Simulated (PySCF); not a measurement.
# Zinc: a sound run and one with changed settings

Sound run: Zn⁺ [Ar] 3d10 4s1, Zn²⁺ [Ar] 3d10. All numbers are calculated (PySCF 2.14, a scalar-relativistic core potential, in cc-pVDZ-PP with ECP10MDF (4s4p3d1f, 38 functions)). In the sound run the correlated levels freeze 3s2 3p6 outside the core potential. The sound run starts from symmetry-adapted Hartree-Fock orbitals and uses a fine grid where one is needed.

A second run was set up differently.

| species | method | sound run (hartree) | changed run (hartree) | converged |
| --- | --- | --- | --- | --- |
| Zn⁺ | MP2 | -226.04303 | -226.29542 | yes |
| Zn²⁺ | MP2 | -225.40459 | -225.65448 | yes |

Ionisation energy of Zn⁺:

| method | sound run (eV) | changed run (eV) |
| --- | --- | --- |
| UHF | 16.760 | 16.760 |
| MP2 | 17.373 | 17.441 |
| SCS-MP2 | 17.266 | 17.305 |

What was changed?
A. basis contracted for another Hamiltonian
B. too few SCF iterations
C. all electrons correlated in a valence basis
D. level shift left on

C. A valence basis has no tight correlating functions, so it recovers only part of the core correlation, and not evenly between atom and ion.
